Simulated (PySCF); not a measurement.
H₂SSi, SMILES S[SiH] (connectivity only; charge and spin as stated), neutral, multiplicity 1. Heavy atoms are numbered as in [SiH:1][SH:3]. Hydrogens are named by the atom that carries them.

Geometry: PBE-D3(BJ)/def2-TZVP.

Method: PBE0/pcSseg-2 (PySCF).

GIAO shieldings, no solvent; atoms alike by connectivity are averaged. δ = σ(ref) − σ: ²⁹Si against TMS (σ = 341.9 ppm); ¹H against TMS (σ = 31.54 ppm); ³³S against H2S (σ = 711.3 ppm), references at their B3LYP-D3(BJ)/def2-TZVP geometries, non-relativistic.

```csv
atoms,nucleus,count,δ (ppm)
Si1 (SiH),²⁹Si,1,(withheld)
H on Si1,¹H,1,10.20
H on S3,¹H,1,(withheld)
S3 (SH),³³S,1,526.0
```

**Question.** Some entries are withheld; supply them. (Estimate from the structure and the level; the computed values follow.)

**Answer.** 
- Si1 (SiH), δ (ppm): 480.4
- H on S3, δ (ppm): 6.72
